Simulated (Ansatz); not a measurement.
Gas-phase reaction 2 R1 + R2 → P1, each structure at its B3LYP-D3(BJ)/def2-TZVP stationary point, reached from a drawn start (curvature not checked).
P1: H6S (SMILES [H][S]([H])([H])([H])([H])[H]), charge 0, multiplicity 1.
R1: H2 (SMILES [H][H]), charge 0, multiplicity 1.
R2, H2S (SMILES S) (charge 0, multiplicity 1):
```xyz
3

S      0.0000     0.0000     0.6187
H      0.0000     0.9702    -0.3093
H      0.0000    -0.9702    -0.3093
```

P less R. No zero-point or thermal terms.

Frozen-core correlation throughout.

Programs: Ansatz (a quantum-chemistry and plane-wave program) with Gaussian orbitals. All values are computed, each at the level named.

Total energies in hartree:

```csv
structure,PBE/def2-TZVPP,PBE0/def2-TZVPP,CCSD(T)/cc-pV(Q+d)Z
P1,-401.405918,-401.441558,-401.129343
R1,-1.166122,-1.168485,-1.173794
R2,-399.227845,-399.262427,-398.957263
```

Task: Work out the reaction energy at each level in kcal/mol (1 hartree = 627.50947 kcal/mol), and say how far PBE/def2-TZVPP lies from CCSD(T)/cc-pV(Q+d)Z.

Result: 
- PBE/def2-TZVPP: (-401.405918) − (-399.227845) − 2 × (-1.166122) = 0.154171 hartree = 96.74 kcal/mol
- PBE0/def2-TZVPP: (-401.441558) − (-399.262427) − 2 × (-1.168485) = 0.157839 hartree = 99.05 kcal/mol
- CCSD(T)/cc-pV(Q+d)Z: (-401.129343) − (-398.957263) − 2 × (-1.173794) = 0.175508 hartree = 110.13 kcal/mol
PBE/def2-TZVPP less CCSD(T)/cc-pV(Q+d)Z: -13.39 kcal/mol. CCSD(T)/cc-pV(Q+d)Z is the level counted from, the highest shown, and no exact or measured value.
